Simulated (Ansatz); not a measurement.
```xyz
3

Be    0.0000    0.0000    0.0000
F     0.0000    1.7588    1.3496
F     0.0000   -1.7588    1.3496
```

Basis set: pcseg-2 (spherical functions). Charge 0, multiplicity 3.

Computed with Ansatz (development build ahead of 0.2.0); each method stands on the lowest determinant of its kind that the runs found. Restricted functionals stand beside restricted open-shell atoms, which can lie above the unrestricted atoms usual in DFT and then raise those values.

The atomization energy at this shape (free ground-state atoms in the same class of orbitals less the molecule, no zero-point energy) of triplet BeF2:

```json
{"method": "r²SCAN (restricted open-shell)", "atomization energy": "4.04 eV"}
```

(1) What does r²SCAN (unrestricted) give?

Results:

(1) 3.95 eV. Caution: other spin multiplicities may lie lower.

The shape needn't be a minimum at these levels.
